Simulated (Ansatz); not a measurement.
Basis-set extrapolation for BH9OSi3, SMILES `B[SiH]([SiH3])O[SiH3]` (PBE0-D4/def2-TZVP geometry, frozen core, Ansatz). Multiplicity 1, RHF reference.

```csv
,def2-TZVPP,def2-QZVPP
HF,-971.712790,-971.745570
MP2 correlation,-0.706094,-0.759405
CCSD(T) correlation,-0.809548,not run
```

Energies in hartree. Use E(X) = E(∞) + A·exp(−7.88·√X) for Hartree–Fock and E(X) = E(∞) + B·X^(−2.97) for correlation, with X = 3 and 4, and add CCSD(T) minus MP2 of the smaller set to the MP2 limit.

Question: What is the CCSD(T) energy at the basis-set limit?

Answer: HF limit: -971.745570 + (-0.032780) × 0.13774 = -971.75009. MP2 limit: -0.759405 + (-0.053311) × 0.74074 = -0.79889. Higher-order term: -0.809548 − (-0.706094) = -0.10345. Total: -972.65243 hartree, 341.6 kJ/mol below CCSD(T)/def2-TZVPP.
